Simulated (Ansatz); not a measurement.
Question: Predict a relaxed structure of Sn₃H₂ (the lowest singlet isomer of a short search), charge 0, singlet, at PBE-D4/def2-SVP (Ansatz).

Answer: 
Cartesian coordinates in Å:
```
Sn -1.627 0.521 -0.821
Sn 1.096 0.093 -1.544
Sn 0.295 -0.347 1.316
H -1.734 0.155 1.016
H 1.970 -0.422 0.034
```
Point group C2v (tolerance 0.1 Å). This is one stationary point.

In the def2 sets Sn takes a core potential; there is no spin–orbit coupling. The structure comes from a short search, and lower isomers may exist.
